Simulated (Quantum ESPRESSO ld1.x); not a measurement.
The numbers below are computed, except where a source is named.
Problem. Radial electron density D(r) = 4 pi r^2 rho(r) of an atom or ion with 46 electrons. Level of theory: Dirac Kohn-Sham, BLYP, spin-unpolarised, spherical densities, point nucleus (ld1.x of Quantum ESPRESSO 7.5).

r (bohr),D(r) (e/bohr)
0.001436,2.372
0.001658,3.044
0.00193,3.947
0.002229,5.030
0.002574,6.381
0.002997,8.159
0.003461,10.24
0.004029,12.91
0.004653,15.96
0.005374,19.54
0.006256,23.94
0.007225,28.65
0.008412,34.12
0.009714,39.60
0.01122,45.14
0.01306,50.67
0.01508,55.19
0.01756,58.72
0.02028,60.51
0.02342,60.60
0.02727,58.99
0.03149,56.40
0.03666,53.61
0.04233,52.18
0.04889,53.04
0.05692,57.01
0.06573,63.15
0.07652,70.24
0.08838,74.96
0.1021,75.48
0.1188,70.69
0.1372,62.72
0.1585,54.99
0.1845,51.09
0.2131,52.85
0.248,57.95
0.2865,60.84
0.3308,57.62
0.3851,47.04
0.4448,33.90
0.5178,22.41
0.598,17.02
0.6906,16.52
0.804,18.01
0.9285,18.25
1.081,16.08
1.248,12.47
1.442,8.643
1.678,5.340
1.938,3.186
2.257,1.798
2.606,1.061
3.01,0.6533
3.504,0.4079
4.046,0.2583
4.711,0.1468
5.44,0.07483
6.283,0.03186
7.314,0.01023
8.447,0.002700
9.834,0.0004857

What is the nuclear charge?

Solution. Z = 47. The innermost maximum, from 1s, lies near gamma/Z bohr with gamma = sqrt(1 - (Z/c)^2) = 0.939, here 0.02 bohr (found: 0.0220), and its height grows with Z. The density is that of the silver ion Ag+ in [Ar] 3d10 4s1 4p6 4d10 5p1; the configuration itself is not fixed sharply by these data, and Z only to a few units. D(r) has 4 maxima, at r = 0.0220, 0.0965, 0.289, 0.878 bohr, and minima at 0.0434, 0.189, 0.653 bohr, inside which lie 2.04, 11.22, 29.08 electrons.
